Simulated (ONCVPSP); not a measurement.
Sc: excitation energies, all-electron against ONCV

* Element: scandium
* Generator: ONCVPSP 4.0.1
* Type: optimised norm-conserving Vanderbilt (ONCV)
* Functional: LDA (Perdew-Wang 92)
* Relativity: scalar-relativistic
* Frozen core: [Ne]
* Valence charge: 11
* Reference configuration: 3s2 3p6 3d1 (charge +2)
* Partial waves: 3s: rc 1.10 bohr, ncon 3, nbas 6, qcut 5.3 1/bohr, 1 projector; 3p: rc 1.40 bohr, ncon 4, nbas 8, qcut 9.1 1/bohr, 2 projectors, debl 0.5 Ha; 3d: rc 1.85 bohr, ncon 4, nbas 8, qcut 8.6 1/bohr, 2 projectors, debl 2.7 Ha
* Local potential: polynomial inside 0.90 bohr (lpopt 5, dvloc0 1 Ha)
* Core correction: Teter function, fcfact 2.75, rcfact 1.35

In the p channel the program set the typed energies aside and used -1.800, 0.250 Ha.

Energies are relative to the spin-unpolarised reference configuration 3s2 3p6 3d1; without spin polarisation the order of configurations can differ from experiment.

| valence configuration | charge | ΔE all-electron (eV) | error AE − PS (meV) |
| --- | --- | --- | --- |
| 3s2 3p6 3d1 4s2 | 0 | -20.016 | +340 |
| 3s2 3p6 3d0 | +3 | 25.093 | +81 |
| 3s2 3p6 3d1 4s1 4p1 | 0 | -17.177 | +190 |

Q: What are ΔE and the potential's error for 3s2 3p6 3d1 4s1?

A: ΔE = -12.955 eV all-electron; the error (AE − PS) is +237 meV.

Levels in the configuration 3s2 3p6 3d1 4s1:

```
level  all-electron (eV)  pseudo (eV)
   3s            -61.795      -61.548
   3p            -40.639      -40.419
   3d            -10.229      -10.064
   4s             -9.953      -10.107
```
